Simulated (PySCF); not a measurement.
Compound: C₆H₈OSSi.
Bonds: C1–C2 (double), C2–O3, O3–Si4, C2–C5, C5–C6 (aromatic), C6–C7 (aromatic), C7–C8 (aromatic), C8–S9 (aromatic), C5–S9 (aromatic). Hydrogens: H10, H11 on C1; H12, H13, H14 on Si4; H15 on C6; H16 on C7; H17 on C8.

Torsions of this conformer, `[CH2:1]=[C:2]([O:3][SiH3:4])[c:5]1[cH:6][cH:7][cH:8][s:9]1`: C1–C2–O3–Si4 0°, C1–C2–C5–C6 2°.

The closed-shell ground state was solved at several levels (PySCF, density fitting, gas phase, non-relativistic). Geometry: PBE0-D3(BJ)/def2-SVP, one conformer, isolated molecule.

```tsv
level	basis functions	total energy (Eh)	HOMO (eV)	LUMO (eV)	gap (eV)	dipole (D)
B3LYP/pcSseg-1	207	-996.3373	-6.00	-1.28	4.72	0.51
PBE0/pcSseg-1	207	-995.6669	-6.23	-1.13	5.10	0.55
```

(1) What might CAM-B3LYP/def2-SVPD (258 basis functions) give for the same quantities?

(2) Over all these levels, which gives the widest orbital gap and which the narrowest?

(3) How far do the dipole and the HOMO energy spread over the levels?

Results:

(1) Total energy -995.7874 Eh, HOMO -7.42 eV, LUMO -0.16 eV, gap 7.26 eV, dipole 0.55 D.

(2) CAM-B3LYP/def2-SVPD (range-separated hybrid) has the widest, 7.26 eV, and B3LYP/pcSseg-1 (global hybrid, 20 % exact exchange) the narrowest, 4.72 eV. Functional and basis both differ between the two, so the spread mixes both effects.

(3) The dipole runs from 0.51 to 0.55 D (mean 0.54 D) and the HOMO from -7.42 to -6.00 eV.
